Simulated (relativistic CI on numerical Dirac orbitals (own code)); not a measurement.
# Sensitivity of the levels of Ba2+ to α and to the nuclear radius

These numbers are calculated, not measured: Dirac-Coulomb-Breit CI, separate exchange-only KLI orbitals for each configuration, valence Slater integrals scaled by 0.85, P86 correlation energy added to each configuration, derivatives by finite differences, QED left out (own radial code, finite nucleus).

Configuration list (outside the closed core [Kr] 4d10): 5s2.5p6, 5s2.5p5.5d, 5s2.5p5.5f, 5s2.5p5.6s, 5s2.5p5.6p, 5s.5p6.5d. Double excitations out of closed p, d and f shells are left out; levels of such configurations are missing from the list, as are those of other unlisted configurations, and high levels can miss mixing partners.

With x = (α/α₀)² − 1 an excitation energy changes as ω = ω₀ + qx; K = 2q/ω₀ is the relative enhancement. Terms are leading LS components, so labels can repeat. The field-shift factor is F = δν/δ⟨r²⟩ for the transition from the lowest level.

Lowest level 5s2.5p6 1S_0.

```csv
Level,ω₀ (cm⁻¹),q (cm⁻¹),K,F (GHz/fm²)
5s2.5p5.5d 3P°_0,134224.4,-444.7,-0.00663,2.24
5s2.5p5.5d 3P°_1,136029.7,548.8,0.00807,2.31
5s2.5p5.5d 3P°_2,139458.0,1982,0.0284,2.54
5s2.5p5.5d 3F°_4,140449.7,414.6,0.0059,2.22
5s2.5p5.5d 3F°_3,142459.1,431.6,0.00606,2.14
5s2.5p5.5d 3F°_2,145415.1,955.3,0.0131,2.15
5s2.5p5.5d 3D°_3,149217.0,24.57,0.000329,2.33
5s2.5p5.6s 3P°_2,155702.7,-8123,-0.104,9.19
5s2.5p5.5d 3D°_1,156375.7,2924,0.0374,4.23
5s2.5p5.6s 1P°_1,158083.8,-3539,-0.0448,7.02
5s2.5p5.5d 3F°_2,159656.1,17490,0.219,1.44
5s2.5p5.5d 3D°_2,162228.3,17040,0.21,1.7
5s2.5p5.5d 1F°_3,163490.6,18540,0.227,1.53
5s2.5p5.6s 3P°_0,173375.1,10710,0.124,8.81
5s2.5p5.6s 3P°_1,174375.8,10630,0.122,8.73
5s2.5p5.6p 3S_1,180163.7,-5840,-0.0648,3.95
5s2.5p5.6p 3D_2,182307.5,-6999,-0.0768,3.98
5s2.5p5.6p 3D_3,183910.5,-4377,-0.0476,3.89
5s2.5p5.6p 1P_1,185227.1,-5070,-0.0547,3.93
5s2.5p5.6p 3P_2,186369.4,-4402,-0.0472,3.89
5s2.5p5.6p 3P_0,190434.3,-3572,-0.0375,3.85
5s2.5p5.5d 1P°_1,194268.2,7105,0.0731,2.34
5s2.5p5.6p 3D_1,199710.6,12540,0.126,3.17
```

For a near-neutral ion this model can misplace configurations by up to about 10,000 cm⁻¹ (more where the count of f electrons changes) and terms by 10 to 25 % of their spread. Rates follow the energies as ν³ (E1, M1) or ν⁵ (E2), so they and the lifetimes can be off by large factors. The fine structure of a lone outer electron comes out too small, for d and f at times inverted, and misplaced configurations move strength between like terms.
